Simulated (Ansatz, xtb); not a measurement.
Breaking the Be1–H2 bond in BeClH (SMILES [BeH][Cl]) (multiplicity 1 held, fragments rigid). Energies count from the point at 1.323 Å.
Geometry at that point (charge 0, multiplicity 1):
```xyz
3

Be     0.000     0.000    -1.335
H      0.000     0.000    -2.658
Cl     0.000     0.000     0.471
```

R- and RO- levels are restricted; in cc, def2 and unpolarised 6-31G sets they are followed outwards from rest. U- levels take the lowest unrestricted solution at each point, which mixes spins at long bonds. Levels need not reach the same state.

Cores are frozen in the correlated methods.

Run with Ansatz (a program for electronic structure) with Gaussian orbitals; xtb for the GFN methods.  The GFN methods have no spin term and hold the electronic entropy of 300 K.

Task: One of these levels gives 386.8 kJ/mol for the energy at R = 4.233 Å. Which one is it?
A. GFN2-xTB
B. R-HF/aug-cc-pV(D+d)Z
C. U-CCSD/aug-cc-pV(D+d)Z

Result: C, U-CCSD/aug-cc-pV(D+d)Z. The others give 485.3 (GFN2-xTB), 642.8 (R-HF/aug-cc-pV(D+d)Z)

Doubts at one or more of the structures used: a restricted determinant that unrestricted orbitals would lower (R-HF/aug-cc-pV(D+d)Z); a spin-contaminated determinant (U-CCSD/aug-cc-pV(D+d)Z).
